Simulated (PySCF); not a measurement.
## Correlation energy of Hg(65+) (mercury, charge +65)

[Ne] 3s2 3p3, high-spin 4S determinant. All numbers are calculated (PySCF 2.14, scalar relativity by spin-free X2C-1e, in an even-tempered Gaussian basis (17 s from 20 bohr⁻², ratio 2.5; 12 p from 26 bohr⁻², ratio 2.5; 4 d from 97 bohr⁻², ratio 2.7; 4 f from 150 bohr⁻², ratio 2.7)). Frozen: 1s2; 13 electrons correlated; the 20 highest virtual orbitals of each spin left out.

| level | correlation energy (mhartree) |
| --- | --- |
| CCSD | -575.09 |
| (T) | -0.38 |
| CCSD(T) | -575.47 |

Diagnostics: T1 = 0.00010, D1 = 0.0003, largest double amplitude 0.013.

Spin-orbit coupling is strong in this species (close to jj coupling), so the high-spin LS determinant is a model state, not a physical level.

Cost of the coupled-cluster step: about 40 core-seconds, for 13 correlated electrons.

Iterations:

```
CC2 = 0
CCSD nocc = (np.int64(8), np.int64(5)), nmo = (80, 80)
frozen orbitals [[0, 81, 82, 83, 84, 85, 86, 87, 88, 89, 90, 91, 92, 93, 94, 95, 96, 97, 98, 99, 100], [0, 81, 82, 83, 84, 85, 86, 87, 88, 89, 90, 91, 92, 93, 94, 95, 96, 97, 98, 99, 100]]
max_cycle = 100
direct = 0
conv_tol = 1e-08
conv_tol_normt = 1e-06
diis_space = 8
diis_start_cycle = 0
Init t2, MP2 energy = -0.565755455508344
Init E_corr(UCCSD) = -0.565755455508344
cycle = 1  E_corr(UCCSD) = -0.573922548298812  dE = -0.00816709279  norm(t1,t2) = 0.00371921
cycle = 2  E_corr(UCCSD) = -0.574948895685911  dE = -0.00102634739  norm(t1,t2) = 0.00048669
cycle = 3  E_corr(UCCSD) = -0.575093041535447  dE = -0.00014414585  norm(t1,t2) = 6.67394e-05
cycle = 4  E_corr(UCCSD) = -0.57509239652388  dE = 6.45011568e-07  norm(t1,t2) = 1.47437e-06
cycle = 5  E_corr(UCCSD) = -0.575092395451945  dE = 1.07193421e-09  norm(t1,t2) = 8.18425e-09
UCCSD converged
E(UCCSD) = -14633.93512131086  E_corr = -0.5750923954519455
UCCSD(T) correction = -0.000380914696475765
```

At this charge the one-electron X2C treatment keeps the bare 1/r₁₂, with no two-electron picture change or Breit term. The effect here is smaller than on the frozen 1s shell; and a scalar Hamiltonian misses the large spin-orbit splitting of the p shells, which matters for ns² → np² pairs.

Spin-orbit coupling is strong in this species, so the high-spin LS determinant is a model state.
